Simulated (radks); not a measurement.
Polarisabilities and homonuclear dispersion coefficients (atomic units). Calculated with a radial shooting solver on a logarithmic mesh with Libxc functionals: non-relativistic Kohn-Sham, LDA (Slater exchange, VWN5 correlation), spin-polarised, spherical densities, point nucleus; open shells are filled with parallel spins first. Response by self-consistent Sternheimer equations with the Hartree and adiabatic LDA kernel. "Uncoupled" leaves out the induced potential. Quadrupole and octupole values are given only where no p, d or f shell is open. The Sternheimer factor gamma scales a distant field gradient at the nucleus by 1 - gamma.

| species | configuration | alpha1 (bohr^3) | alpha1, uncoupled | alpha2 (bohr^5) | alpha3 (bohr^7) | C6 | C8 | Sternheimer gamma | recommended alpha1 |
|---|---|---|---|---|---|---|---|---|---|
| Br | [Ar] 3d10 4s2 4p5 | 22.17 | 33.72 | - | - | 179.6 | - | - | 21 +/- 1 |
| Br+ | [Ar] 3d10 4s2 4p4 | 12.69 | 19.84 | - | - | 79.18 | - | - | - |
| Br2+ | [Ar] 3d10 4s2 4p3 | 8.367 | 13.35 | - | - | 40.56 | - | - | - |
| Br3+ | [Ar] 3d10 4s2 4p2 | 6.088 | 9.953 | - | - | 23.07 | - | - | - |
| Br4+ | [Ar] 3d10 4s2 4p1 | 4.641 | 7.746 | - | - | 13.58 | - | - | - |
| Br5+ | [Ar] 3d10 4s2 | 3.685 | 6.201 | 5.102 | 13.07 | 8.181 | 74.15 | -4.31 | - |
| Br6+ | [Ar] 3d10 4s1 | 2.291 | 2.948 | 2.289 | 5.001 | 3.224 | 21.98 | -4.95 | - |

Recommended values: Schwerdtfeger and Nagle, table of static dipole polarisabilities (2023 update), measured or computed.
